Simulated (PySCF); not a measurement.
# Titanium: a sound run and one with changed settings

Sound run: Ti²⁺ [Ar] 3d2, Ti³⁺ [Ar] 3d1. Computed with PySCF 2.14 in def2-TZVP, with no relativity, point nucleus. The sound run starts from symmetry-adapted Hartree-Fock orbitals and uses a fine grid where one is needed.

Changed run: initial guess atom, at most 50 SCF cycles.

| species | method | sound run (hartree) | changed run (hartree) | converged |
| --- | --- | --- | --- | --- |
| Ti²⁺ | UHF | -847.71881 | -847.53840 | yes |
| Ti²⁺ | B3LYP | -848.60754 | -848.56903 | yes |
| Ti²⁺ | LDA | -846.50802 | -846.50802 | yes |
| Ti³⁺ | UHF | -846.73648 | -846.73648 | yes |
| Ti³⁺ | B3LYP | -847.57420 | -847.57420 | yes |
| Ti³⁺ | LDA | -845.47283 | -845.47283 | yes |

Ionisation energy of Ti²⁺:

| method | sound run (eV) | changed run (eV) |
| --- | --- | --- |
| B3LYP | 28.119 | 27.071 |
| LDA | 28.169 | 28.169 |

The plain start fixes occupations by D2h representation alone, and Ti²⁺ at UHF, Ti²⁺ at B3LYP landed in another state (other ⟨L²⟩ or ⟨S²⟩). 

For comparison, NIST gives 27.492 eV between the lowest levels.
